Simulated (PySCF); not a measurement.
# Shapes and spin states of WH₃⁺

Method: PySCF, PBE0, basis W def2-TZVP with ECP60, H def2-TZVP (scalar-relativistic core potentials, no spin–orbit coupling, density fitting).

Relaxations began from a few typed shapes and spin states; open shells are unrestricted. The search is not exhaustive: other isomers or separated fragments can lie lower, and high-lying points may rest on an excited occupation.

```csv
spin,group,bonds,angles,imaginary modes (cm⁻¹),ΔE (kJ/mol),ΔE with ZPE (kJ/mol)
triplet,Cs,W–H 1.677 Å (×3),"H–W–H 101.0°, H–W–H 104.4° (×2)",none,0.0,0.0
triplet,C2v,W–H 1.656 Å (×3),"H–W–H 60.0° (×2), H–W–H 120.0°",324i,36.4,–
"singlet (closed shell, unstable to spin polarisation)",Cs,"W–H 1.663 Å, W–H 1.682 Å (×2)","H–W–H 102.6° (×2), H–W–H 111.1°",none,126.8,128.0
"singlet (closed shell, unstable to spin polarisation)",C3v,W–H 1.682 Å (×3),H–W–H 110.9° (×3),none,132.0,127.4
"singlet (closed shell, unstable to spin polarisation)",D3h,W–H 1.686 Å (×3),H–W–H 120.0° (×3),391i,140.9,–
"singlet (closed shell, unstable to spin polarisation)",C2v,"W–H 1.637 Å, W–H 1.658 Å (×2)","H–W–H 53.6° (×2), H–W–H 107.3°",380i,155.7,–
```

The lowest minimum found is the triplet Cs: W–H 1.677 Å (×3); H–W–H 101.0°, H–W–H 104.4° (×2).

Formally W is in oxidation state +4, d2, with 2 unpaired electrons (the high-spin count). The Mulliken spin on W is 2.24. The polar-tensor charge on W, 1.37, is far below the formal one.

For the lowest minimum: other spin states or occupations of the open shell can lie lower. Spin–orbit coupling, left out here, can matter for elements this heavy.
